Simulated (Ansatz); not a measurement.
Calculated with Ansatz (gas phase, PBE0-D4/def2-TZVP geometries, no zero-point term in ΔE). CCSD(T)/CBS is the MP2 limit (def2-TZVPP, def2-QZVPP) plus CCSD(T) − MP2 in def2-TZVPP, frozen cores. This one scheme is used for every species. Each species was taken in one conformer, which may not be the lowest.

Consider the formal exchange of groups at the Si–Cl bond: `O[SiH2]S[SiH2]Cl` + SiH₄ → `O[SiH2]S[SiH2][SiH3]` + HCl.

```
               species  CCSD(T)/CBS(def2) energy (Eh)
    `O[SiH2]S[SiH2]Cl`                    -1514.04803
                  SiH₄                     -291.46306
`O[SiH2]S[SiH2][SiH3]`                    -1345.09164
                   HCl                     -460.38127
```

Task: Work out ΔE.

Result: ΔE = (-1345.09164) + (-460.38127) − (-1514.04803) − (-291.46306) = 0.03818 Eh = +24.0 kcal/mol.

Largest T1 diagnostic among the species: 0.012.

In def2-TZVPP, CCSD(T) changes the Hartree–Fock value by −5.0 kcal/mol (the triples alone add −0.4 kcal/mol) and MP2 by −2.5 kcal/mol. From PBE to PBE0 (25 % exact exchange), in def2-TZVPP and without D4, ΔE moves by +1.1 kcal/mol.
